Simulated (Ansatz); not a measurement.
The same path of ClGaH₆N₂O (11 atoms, charge 0, multiplicity 1) was run twice with different band settings. Lost on the way: Ga1–Cl2, O9–H11. Made: Cl2–H11.

Level of theory: Ansatz 0.2.0, RKS BLYP/def2-mTZVP.

Relaxed end points:

```xyz
11
Properties=species:S:1:pos:R:3
Ga -0.149 0.059 0.038
Cl -0.187 -1.136 1.935
N 1.598 0.428 -0.629
H 2.301 -0.256 -0.332
H 1.670 0.513 -1.647
N -1.724 0.253 -0.954
H -2.522 -0.249 -0.556
H -1.638 -0.026 -1.936
O 0.096 1.985 1.098
H 1.022 2.042 0.748
H 0.186 1.792 2.055
```

```xyz
11
Properties=species:S:1:pos:R:3
Ga 0.295 0.489 -0.477
Cl -1.751 0.648 3.085
N 1.849 0.235 -1.450
H 1.756 -0.012 -2.437
H 2.593 0.926 -1.344
N -1.431 -0.027 -0.860
H -1.580 -0.798 -1.510
H -2.053 -0.122 -0.054
O 0.405 1.421 1.120
H 1.305 1.581 1.462
H -0.735 1.065 2.285
```

Common settings: movable images 7; climbing image yes; spring 5.0 eV/Å²; optimiser quadratic models (default); force threshold 0.05 eV/Å; iteration limit 60; end points relaxed.

| run | start path |
| --- | --- |
| 1 | through a guess of the saddle point |
| 2 | straight line |

Problem. What does each run give, and how far can it be trusted?

Solution. Run 1: converged after 57 iterations, highest image 0.945 eV above the first end. The profile has 3 maxima (images 1, 3, 5) with wells between them (images 2, 4): this band takes more than one step, which may be the mechanism or a detour left from its start path. A vibrational analysis at the climbing image gives one clearly imaginary mode, 193i cm⁻¹: a first-order saddle point.
Run 2: converged after 38 iterations, highest image 0.945 eV above the first end. The profile has 3 maxima (images 1, 3, 5) with wells between them (images 2, 4): this band takes more than one step, which may be the mechanism or a detour left from its start path. Another band between the same ends (7 images) ends at a top of the same energy, where a vibrational analysis finds 1 clearly imaginary mode.
The orbitals stay closed-shell, which can raise the energy where a bond breaks towards radicals; this wasn't checked here.
